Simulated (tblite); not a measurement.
Record of a relaxation.

Species: C7H12.
Atom-mapped SMILES: `[CH3:1][C@H:2]1[C@@H:3]2[CH2:4][CH2:5][C@H:6]1[CH2:7]2` (hydrogens: H8, H9, H10 on C1; H11 on C2; H12 on C3; H13, H14 on C4; H15, H16 on C5; H17 on C6; H18, H19 on C7)

Computed with GFN2-xTB (tblite), gas phase: L-BFGS steps from a force-field or distance-geometry start until the largest atomic force falls under 0.01 eV/Å. 4 of its 68 geometries are shown.

Step 0: E = -573.4221 eV, largest atomic force 2.241 eV/Å
```
atom  x, y, z in Å  |  force x, y, z in eV/Å
C1      2.158   -0.163   -0.276    0.934  -0.607  -0.742
C2      0.717   -0.520   -0.070    0.097  -2.166  -0.566
C3     -0.027    0.179    1.026    0.248   0.902   0.031
C4     -1.425   -0.374    0.942   -0.477  -0.336   1.031
C5     -1.530   -0.553   -0.558   -0.625  -0.644  -0.579
C6     -0.294    0.173   -0.968    1.001   0.875  -0.182
C7     -0.173    1.326    0.015   -1.493   0.771   0.969
H8      2.805   -0.886    0.262   -0.265   0.603  -0.243
H9      2.366   -0.273   -1.365    0.124   0.050   0.659
H10     2.424    0.864   -0.001   -0.122  -0.447   0.102
H11     0.523   -1.625   -0.144    0.890   0.506   0.406
H12     0.418    0.384    1.968    0.245  -0.090   0.903
H13    -1.570   -1.323    1.499   -0.116   0.687  -0.137
H14    -2.112    0.426    1.236   -0.215  -0.581   0.550
H15    -1.365   -1.618   -0.774   -0.707   0.216  -0.431
H16    -2.465   -0.152   -0.965    0.188  -0.331  -0.088
H17    -0.032    0.338   -1.985   -0.184  -0.005  -0.968
H18     0.704    1.961   -0.089   -0.455   0.061  -0.077
H19    -1.133    1.845    0.241    0.932   0.536  -0.638
```

Step 22: E = -574.0160 eV, largest atomic force 0.081 eV/Å
```
atom  x, y, z in Å  |  force x, y, z in eV/Å
C1      2.208   -0.196   -0.267    0.011  -0.004  -0.001
C2      0.741   -0.536   -0.065   -0.001  -0.029   0.018
C3     -0.034    0.242    1.020   -0.018   0.065  -0.007
C4     -1.401   -0.444    0.969    0.000   0.004   0.006
C5     -1.581   -0.511   -0.567   -0.020   0.021   0.022
C6     -0.276    0.167   -0.988    0.010  -0.044  -0.008
C7     -0.216    1.358   -0.020   -0.033  -0.011  -0.073
H8      2.829   -0.851    0.341    0.007   0.007  -0.004
H9      2.477   -0.339   -1.312    0.036  -0.029   0.023
H10     2.442    0.829    0.007   -0.033   0.020  -0.015
H11     0.639   -1.623   -0.021   -0.036  -0.026   0.004
H12     0.383    0.448    2.002    0.043  -0.053   0.020
H13    -1.389   -1.431    1.431    0.020   0.019   0.002
H14    -2.176    0.153    1.452    0.027  -0.022  -0.006
H15    -1.659   -1.537   -0.934    0.039   0.070   0.006
H16    -2.458    0.041   -0.904   -0.005   0.004  -0.020
H17    -0.095    0.277   -2.054    0.002   0.024  -0.006
H18     0.662    1.983   -0.160   -0.051  -0.001   0.027
H19    -1.105    1.981    0.062    0.001  -0.016   0.010
```

Step 45: E = -574.0269 eV, largest atomic force 0.048 eV/Å
```
atom  x, y, z in Å  |  force x, y, z in eV/Å
C1      2.213   -0.208   -0.263   -0.003   0.016  -0.004
C2      0.740   -0.535   -0.092   -0.010  -0.008  -0.020
C3     -0.021    0.233    1.010    0.003  -0.046   0.010
C4     -1.388   -0.452    0.968   -0.010  -0.010  -0.030
C5     -1.586   -0.493   -0.568    0.021   0.008  -0.015
C6     -0.281    0.185   -0.997   -0.010   0.002   0.004
C7     -0.230    1.361   -0.011    0.019  -0.011   0.014
H8      2.794   -0.745    0.485    0.001   0.015   0.002
H9      2.561   -0.517   -1.248   -0.030  -0.005   0.001
H10     2.416    0.852   -0.146   -0.004   0.022  -0.025
H11     0.632   -1.623   -0.067   -0.036  -0.002   0.032
H12     0.421    0.412    1.986   -0.012   0.007   0.017
H13    -1.371   -1.446    1.414    0.009   0.017  -0.006
H14    -2.153    0.140    1.470    0.001  -0.030  -0.002
H15    -1.669   -1.511   -0.952   -0.003   0.027   0.010
H16    -2.463    0.070   -0.889    0.024  -0.035   0.001
H17    -0.113    0.318   -2.063   -0.009  -0.005   0.027
H18     0.625    2.015   -0.142    0.020   0.010   0.002
H19    -1.137    1.953    0.097    0.028   0.029  -0.019
```

Step 67: E = -574.0324 eV, largest atomic force 0.009 eV/Å
```
atom  x, y, z in Å  |  force x, y, z in eV/Å
C1      2.207   -0.206   -0.276   -0.003   0.000  -0.003
C2      0.738   -0.535   -0.088   -0.001   0.003   0.008
C3     -0.024    0.223    1.020   -0.005   0.002   0.001
C4     -1.390   -0.465    0.962    0.002   0.000   0.000
C5     -1.584   -0.484   -0.575    0.003  -0.002   0.001
C6     -0.279    0.198   -0.989    0.004   0.001   0.001
C7     -0.222    1.363    0.010    0.000   0.000   0.006
H8      2.787   -0.623    0.546   -0.001   0.003  -0.005
H9      2.568   -0.644   -1.205    0.004  -0.006  -0.003
H10     2.391    0.863   -0.313   -0.002   0.002   0.005
H11     0.625   -1.622   -0.060   -0.002   0.005  -0.002
H12     0.409    0.393    2.002   -0.003  -0.005  -0.006
H13    -1.366   -1.466    1.392    0.002   0.003  -0.001
H14    -2.161    0.111    1.473    0.002  -0.001  -0.007
H15    -1.663   -1.496   -0.972   -0.005  -0.002   0.001
H16    -2.462    0.079   -0.892    0.005   0.001   0.003
H17    -0.105    0.343   -2.051   -0.001  -0.006  -0.004
H18     0.642    2.009   -0.109   -0.004  -0.001   0.003
H19    -1.121    1.968    0.116    0.004   0.001  -0.001
```

**Question.** Summarise the path.

**Answer.** The energy falls by 14.07 kcal/mol from step 0 to step 67; nine tenths of that is first reached at step 13. It never rises by more than 0.2 meV. The largest force goes from 2.241 to 0.009 eV/Å. Among the bonds C2–C3 changes most, from 1.498 to 1.543 Å; the atoms move by 0.227 Å rms after alignment.

**Question.** Follow the three bonds and two angles with the largest change from start to end.

**Answer.** 
```json
{"step": "0", "E above end (kcal/mol)": "14.07", "largest force (eV/Å)": "2.241", "C2–C3 (Å)": "1.498", "C5–C6 (Å)": "1.492", "C4–C5 (Å)": "1.515", "C3–C7–H19 (°)": "107.2", "C6–C2–H11 (°)": "107.1"}
{"step": "3", "E above end (kcal/mol)": "4.64", "largest force (eV/Å)": "0.550", "C2–C3 (Å)": "1.550", "C5–C6 (Å)": "1.540", "C4–C5 (Å)": "1.547", "C3–C7–H19 (°)": "113.9", "C6–C2–H11 (°)": "112.7"}
{"step": "6", "E above end (kcal/mol)": "2.76", "largest force (eV/Å)": "0.258", "C2–C3 (Å)": "1.544", "C5–C6 (Å)": "1.525", "C4–C5 (Å)": "1.548", "C3–C7–H19 (°)": "116.2", "C6–C2–H11 (°)": "114.2"}
{"step": "9", "E above end (kcal/mol)": "2.09", "largest force (eV/Å)": "0.187", "C2–C3 (Å)": "1.546", "C5–C6 (Å)": "1.531", "C4–C5 (Å)": "1.546", "C3–C7–H19 (°)": "116.5", "C6–C2–H11 (°)": "114.7"}
{"step": "12", "E above end (kcal/mol)": "1.50", "largest force (eV/Å)": "0.258", "C2–C3 (Å)": "1.547", "C5–C6 (Å)": "1.537", "C4–C5 (Å)": "1.549", "C3–C7–H19 (°)": "117.9", "C6–C2–H11 (°)": "115.4"}
{"step": "15", "E above end (kcal/mol)": "0.96", "largest force (eV/Å)": "0.182", "C2–C3 (Å)": "1.544", "C5–C6 (Å)": "1.526", "C4–C5 (Å)": "1.547", "C3–C7–H19 (°)": "117.9", "C6–C2–H11 (°)": "114.9"}
{"step": "17", "E above end (kcal/mol)": "0.72", "largest force (eV/Å)": "0.168", "C2–C3 (Å)": "1.547", "C5–C6 (Å)": "1.526", "C4–C5 (Å)": "1.543", "C3–C7–H19 (°)": "117.5", "C6–C2–H11 (°)": "114.3"}
{"step": "20", "E above end (kcal/mol)": "0.46", "largest force (eV/Å)": "0.113", "C2–C3 (Å)": "1.545", "C5–C6 (Å)": "1.532", "C4–C5 (Å)": "1.546", "C3–C7–H19 (°)": "117.6", "C6–C2–H11 (°)": "114.3"}
{"step": "23", "E above end (kcal/mol)": "0.36", "largest force (eV/Å)": "0.065", "C2–C3 (Å)": "1.544", "C5–C6 (Å)": "1.530", "C4–C5 (Å)": "1.548", "C3–C7–H19 (°)": "117.4", "C6–C2–H11 (°)": "114.6"}
{"step": "26", "E above end (kcal/mol)": "0.33", "largest force (eV/Å)": "0.050", "C2–C3 (Å)": "1.545", "C5–C6 (Å)": "1.530", "C4–C5 (Å)": "1.548", "C3–C7–H19 (°)": "117.2", "C6–C2–H11 (°)": "114.4"}
{"step": "29", "E above end (kcal/mol)": "0.30", "largest force (eV/Å)": "0.033", "C2–C3 (Å)": "1.543", "C5–C6 (Å)": "1.530", "C4–C5 (Å)": "1.548", "C3–C7–H19 (°)": "117.3", "C6–C2–H11 (°)": "114.5"}
{"step": "32", "E above end (kcal/mol)": "0.29", "largest force (eV/Å)": "0.040", "C2–C3 (Å)": "1.543", "C5–C6 (Å)": "1.529", "C4–C5 (Å)": "1.548", "C3–C7–H19 (°)": "117.1", "C6–C2–H11 (°)": "114.5"}
{"step": "35", "E above end (kcal/mol)": "0.27", "largest force (eV/Å)": "0.064", "C2–C3 (Å)": "1.544", "C5–C6 (Å)": "1.531", "C4–C5 (Å)": "1.549", "C3–C7–H19 (°)": "116.8", "C6–C2–H11 (°)": "114.4"}
{"step": "38", "E above end (kcal/mol)": "0.22", "largest force (eV/Å)": "0.064", "C2–C3 (Å)": "1.541", "C5–C6 (Å)": "1.530", "C4–C5 (Å)": "1.548", "C3–C7–H19 (°)": "117.0", "C6–C2–H11 (°)": "114.4"}
{"step": "41", "E above end (kcal/mol)": "0.17", "largest force (eV/Å)": "0.069", "C2–C3 (Å)": "1.543", "C5–C6 (Å)": "1.529", "C4–C5 (Å)": "1.547", "C3–C7–H19 (°)": "117.1", "C6–C2–H11 (°)": "114.6"}
{"step": "44", "E above end (kcal/mol)": "0.14", "largest force (eV/Å)": "0.053", "C2–C3 (Å)": "1.544", "C5–C6 (Å)": "1.532", "C4–C5 (Å)": "1.549", "C3–C7–H19 (°)": "116.6", "C6–C2–H11 (°)": "114.4"}
{"step": "47", "E above end (kcal/mol)": "0.10", "largest force (eV/Å)": "0.071", "C2–C3 (Å)": "1.543", "C5–C6 (Å)": "1.532", "C4–C5 (Å)": "1.550", "C3–C7–H19 (°)": "116.6", "C6–C2–H11 (°)": "114.2"}
{"step": "50", "E above end (kcal/mol)": "0.06", "largest force (eV/Å)": "0.049", "C2–C3 (Å)": "1.544", "C5–C6 (Å)": "1.531", "C4–C5 (Å)": "1.548", "C3–C7–H19 (°)": "116.8", "C6–C2–H11 (°)": "114.1"}
{"step": "52", "E above end (kcal/mol)": "0.04", "largest force (eV/Å)": "0.042", "C2–C3 (Å)": "1.544", "C5–C6 (Å)": "1.532", "C4–C5 (Å)": "1.548", "C3–C7–H19 (°)": "116.9", "C6–C2–H11 (°)": "114.3"}
{"step": "55", "E above end (kcal/mol)": "0.02", "largest force (eV/Å)": "0.024", "C2–C3 (Å)": "1.543", "C5–C6 (Å)": "1.531", "C4–C5 (Å)": "1.548", "C3–C7–H19 (°)": "117.3", "C6–C2–H11 (°)": "114.5"}
{"step": "58", "E above end (kcal/mol)": "0.02", "largest force (eV/Å)": "0.026", "C2–C3 (Å)": "1.543", "C5–C6 (Å)": "1.530", "C4–C5 (Å)": "1.548", "C3–C7–H19 (°)": "117.3", "C6–C2–H11 (°)": "114.6"}
{"step": "61", "E above end (kcal/mol)": "0.01", "largest force (eV/Å)": "0.028", "C2–C3 (Å)": "1.543", "C5–C6 (Å)": "1.530", "C4–C5 (Å)": "1.548", "C3–C7–H19 (°)": "117.2", "C6–C2–H11 (°)": "114.7"}
{"step": "64", "E above end (kcal/mol)": "0.00", "largest force (eV/Å)": "0.017", "C2–C3 (Å)": "1.543", "C5–C6 (Å)": "1.530", "C4–C5 (Å)": "1.549", "C3–C7–H19 (°)": "117.1", "C6–C2–H11 (°)": "114.8"}
{"step": "67", "E above end (kcal/mol)": "0.00", "largest force (eV/Å)": "0.009", "C2–C3 (Å)": "1.543", "C5–C6 (Å)": "1.530", "C4–C5 (Å)": "1.549", "C3–C7–H19 (°)": "117.0", "C6–C2–H11 (°)": "114.8"}
```

What follows is the cost of the whole relaxation. Hardware: one thread of an Arm Neoverse N1, on a shared host. Cost: 0.55 s.
